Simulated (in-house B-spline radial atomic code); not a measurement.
Values are calculated unless marked as measured or tabulated.
## Stopping and range of 80 keV Ti in Si

The pair potential comes from two frozen, spherical free-atom densities (PBE, B-spline radial code, scalar-relativistic past argon): electrostatics plus the change in Thomas-Fermi kinetic and Dirac exchange energy where they overlap, the recipe behind the universal ZBL potential, which averages such potentials (from solid-state densities) over many pairs. It is written V = (Z1 Z2 e²/r) φ(r/a), with e² = 14.3996 eV·Å and a = 0.46850 Å/(Z1^0.23 + Z2^0.23); ZBL's fit is φ = 0.18175 e^(−3.1998x) + 0.50986 e^(−0.94229x) + 0.28022 e^(−0.4029x) + 0.02817 e^(−0.20162x). Where φ falls below 4e-4 it is continued as an exponential.

The target is taken as amorphous, with density 2.329 g/cm³ (NSM archive of the Ioffe Institute); channelling is ignored. Masses: Ti 47.87, Si 28.09 u. Nuclear stopping is S_n = 4π a Z1 Z2 e² M1/(M1 + M2) × s_n(ε), with s_n integrated over impact parameters for each pair. Electronic stopping is Lindhard and Scharff's S_e = Z1^(1/6) 8π e² a0 Z1 Z2/(Z1^(2/3) + Z2^(2/3))^(3/2) × v/v0, with a0 = 0.529177 Å and v = v0 at 24.801 keV/u; it misses the oscillations with Z1 seen in experiment, which reach tens of per cent. Compounds add by atom fraction.

```json
{"target atom": "Si", "a (Å)": "0.12103", "ε at this energy": "0.8074", "s_n, this pair": "0.3481", "s_n, ZBL potential": "0.3244"}
```

Question: What are the atom density and the stopping powers at entry?

Answer: N = 2.329 × 0.602214/28.09 = 0.04993 atoms/Å³. For Si: S_n = 4251 × 0.3481 = 1480 eV·Å², S_e = 1.7948 × √80000 = 507.7 eV·Å². Averaged over the target's atoms and times N × 10 Å/nm, the ion loses N S_n = 739 eV/nm to recoils and N S_e = 253 eV/nm to electrons; the nuclear share is 74 %.

Along the track:

```
E (keV)  N S_n (eV/nm)  N S_e (eV/nm)
      4            609           56.7
     12            759           98.2
     24            803            139
     40            799            179
     60            771            220
     80            739            253
```

Question: Estimate the path length and the projected range.

Answer: With continuous slowing down the path is the integral of dE/(N (S_n + S_e)). Trapezoids over the table give 81.2 nm, and the stretch below the first row, with stopping taken as √E, adds 2E/(N S) = 12 nm: 93.2 nm in all, against 90.4 nm on a fine grid from 5 eV. Deflections shorten the depth: to first order in the energy passed on, N (S_n + S_e) dR_p/dE = 1 − N S_n (M2/M1) R_p/(2E), summed over the target's atoms, and integrating this on the fine grid gives R_p = 69.2 nm, 0.77 of the path. Lindhard's rule of thumb R/(1 + M2/3M1), with mean M2/M1 = 0.59, gives 75.6 nm. On the ZBL potential the same equation gives 74.1 nm, and the full integral equation, which keeps hard collisions, 78 nm.
